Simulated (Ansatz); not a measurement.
C₂H₈B₂O (`BB(C)OC`), relaxed with RKS PBE-D4/def2-SVP in the Gaussian-basis code of Ansatz from a rough embedded geometry. The force threshold is 0.03 eV/Å; the program also tests the step.

Total charge 0; spin multiplicity 1.

Start:

```xyz
13

B     1.301   -1.125   -0.784
B     0.509    0.090   -0.024
C     0.659    0.226    1.528
O    -0.283    1.016   -0.730
C    -1.636    0.629   -0.841
H     1.983   -1.902   -0.274
H     1.223   -1.206   -2.008
H     0.281   -0.758    2.043
H     0.145    1.081    1.933
H     1.762    0.333    1.824
H    -2.057    0.546    0.174
H    -2.192    1.374   -1.382
H    -1.695   -0.302   -1.459
```

```
step  energy (eV)  largest force (eV/Å)  largest move (Å)
   1   -5590.9236                 1.871             0.000
   2   -5591.3065                 0.695             0.136
   3   -5591.4043                 0.677             0.192
   4   -5591.5327                 0.877             0.191
   5   -5591.7048                 1.337             0.197
   6   -5591.8832                 2.104             0.195
   7   -5592.0601                 1.258             0.200
   8   -5592.1755                 0.429             0.195
   9   -5592.2455                 0.236             0.200
  10   -5592.2802                 0.091             0.200
  11   -5592.2886                 0.215             0.166
  12   -5592.2886                 0.167             0.034
  13   -5592.2915                 0.056             0.025
  14   -5592.2918                 0.016             0.017
```

End:

```xyz
13

B     0.986   -1.048   -0.779
B     0.274    0.050    0.297
C     1.042    0.377    1.649
O    -0.926    0.682    0.120
C    -1.738    0.438   -1.015
H     0.883   -2.259   -0.652
H     1.739   -0.689   -1.672
H     0.745   -0.382    2.406
H     0.753    1.373    2.045
H     2.147    0.325    1.572
H    -2.690   -0.040   -0.703
H    -1.980    1.401   -1.512
H    -1.236   -0.227   -1.756
```

Hardware: 4 threads of an Arm Neoverse N1 on a shared host. Wall time 28 s, peak host memory 0.15 GiB.
